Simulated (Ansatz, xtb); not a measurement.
# A geometry optimisation of CH3BrGe with r2SCAN-D4/def2-SVP

The starting geometry of this gas-phase singlet was built from a drawn formula by distance geometry and a force field; its bonds are those of `[CH][GeH2][Br]`.

```xyz
6

C    -0.7194   -1.6219    0.6234
Br    2.7602   -1.2351    0.7305
Ge    0.6390   -0.2802    0.3132
H    -1.7035   -1.1810    0.3499
H     0.6251    0.1932   -1.1956
H     0.3852    0.9049    1.2861
```

Task: Predict what becomes of its bonds when it is optimised with r2SCAN-D4/def2-SVP.

Result: It rearranges to `[CH2]=[GeH][Br]`. Contacts that open: Ge3–H6 (1.55 → 2.52 Å). Contacts that close: C1–H6 (2.84 → 1.09 Å).

The energy falls by 3.32 eV over 25 steps:

| step | E − E(last) (eV) |
| --- | --- |
| 1 | 3.319 |
| 4 | 3.264 |
| 6 | 3.251 |
| 9 | 3.246 |
| 12 | 2.702 |
| 14 | 2.152 |
| 17 | 0.843 |
| 20 | 0.046 |
| 22 | 0.014 |
| 25 | 0.000 |

Final geometry (Å):

```yaml
atoms:
  - { symbol: C, position_ang: [-0.6060, -0.5983, 0.8485] }
  - { symbol: Br, position_ang: [2.9344, -0.7466, 0.7393] }
  - { symbol: Ge, position_ang: [0.8444, -0.4537, -0.1501] }
  - { symbol: H, position_ang: [-1.5882, -0.4516, 0.3909] }
  - { symbol: H, position_ang: [0.9506, -0.1397, -1.6350] }
  - { symbol: H, position_ang: [-0.5486, -0.8300, 1.9140] }
```

From the same start GFN2-xTB reaches the same bonding as this run.

The end wasn't checked by frequencies. Run with Ansatz 0.2.0, 95 s on 1 thread of Arm Neoverse V1, with other jobs on the host.
